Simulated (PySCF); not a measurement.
Ca⁻ (calcium, charge -1): UHF calculation

Configuration: [Ar] 3d1 4s2, 2D determinant. Computed with PySCF 2.14 in x2c-TZVPPall with one added diffuse shell each of s, p, d type (7s6p4d, 45 functions), with scalar relativity by spin-free X2C-1e.

- Total energy: -679.571807 hartree
- One-electron energy: -932.3368 hartree
- Hartree (Coulomb) energy: 288.2601 hartree
- Exchange energy: -35.4951 hartree
- ⟨S²⟩: 0.7526
- ⟨L²⟩: 6.007
- Sum of ⟨r⟩: 31.47 bohr
- Sum of ⟨r²⟩: 169.0 bohr²
- Traceless quadrupole moment −½Σ⟨3z² − r²⟩ along its main axis: 30.8 e·bohr²
- Langevin diamagnetic susceptibility: -134 ×10⁻⁶ cm³/mol

```json
{"shell": "1s β", "electrons": "1", "mean orbital energy (eV)": "-4081.9", "spread (eV)": "0", "rms radius, mean of both spins (bohr)": "0.0888"}
{"shell": "1s α", "electrons": "1", "mean orbital energy (eV)": "-4081.9", "spread (eV)": "0", "rms radius, mean of both spins (bohr)": "0.0888"}
{"shell": "2s β", "electrons": "1", "mean orbital energy (eV)": "-458.78", "spread (eV)": "0", "rms radius, mean of both spins (bohr)": "0.393"}
{"shell": "2s α", "electrons": "1", "mean orbital energy (eV)": "-458.78", "spread (eV)": "0", "rms radius, mean of both spins (bohr)": "0.393"}
{"shell": "2p β", "electrons": "3", "mean orbital energy (eV)": "-368.27", "spread (eV)": "0.003", "rms radius, mean of both spins (bohr)": "0.362"}
{"shell": "2p α", "electrons": "3", "mean orbital energy (eV)": "-368.27", "spread (eV)": "0.004", "rms radius, mean of both spins (bohr)": "0.362"}
{"shell": "3s β", "electrons": "1", "mean orbital energy (eV)": "-58.735", "spread (eV)": "0", "rms radius, mean of both spins (bohr)": "1.24"}
{"shell": "3s α", "electrons": "1", "mean orbital energy (eV)": "-58.730", "spread (eV)": "0", "rms radius, mean of both spins (bohr)": "1.24"}
{"shell": "3p α", "electrons": "3", "mean orbital energy (eV)": "-33.635", "spread (eV)": "0.001", "rms radius, mean of both spins (bohr)": "1.38"}
{"shell": "3p β", "electrons": "3", "mean orbital energy (eV)": "-33.629", "spread (eV)": "0.006", "rms radius, mean of both spins (bohr)": "1.38"}
{"shell": "4s α", "electrons": "1", "mean orbital energy (eV)": "-2.514", "spread (eV)": "0", "rms radius, mean of both spins (bohr)": "4.64"}
{"shell": "4s β", "electrons": "1", "mean orbital energy (eV)": "-2.506", "spread (eV)": "0", "rms radius, mean of both spins (bohr)": "4.64"}
{"shell": "3d α", "electrons": "1", "mean orbital energy (eV)": "1.301", "spread (eV)": "0", "rms radius, mean of both spins (bohr)": "10.5"}
```

The configuration of this anion was assumed by filling the next shell in order. It is not the known or likely ground configuration (Ca⁻, Sr⁻ and Ba⁻, for instance, bind a p electron), so these values are not the electron affinity of the element. At UHF the highest occupied level has a positive energy, so only the finite basis holds that electron.

Densities and radii are taken from the X2C orbitals without a picture-change correction, which distorts them close to the nucleus.

Spin-orbit constants ζ (cm⁻¹) from the X2C one-electron operator on these orbitals: bare nucleus, nucleus screened by l(l+1)(2l+1)/3 electrons, and screened by the Breit-Pauli mean field of the electrons.

```csv
shell,bare,screened nucleus,mean field
2p,21390,19250,18260
3p,2086,1878,1766
3d,0.7262,0.3631,0.1541
```

To first order the Landé constant is A = 0.1541 cm⁻¹, so the lowest level has J = 3/2 and lies 2.87e-05 eV below the centre of the term.
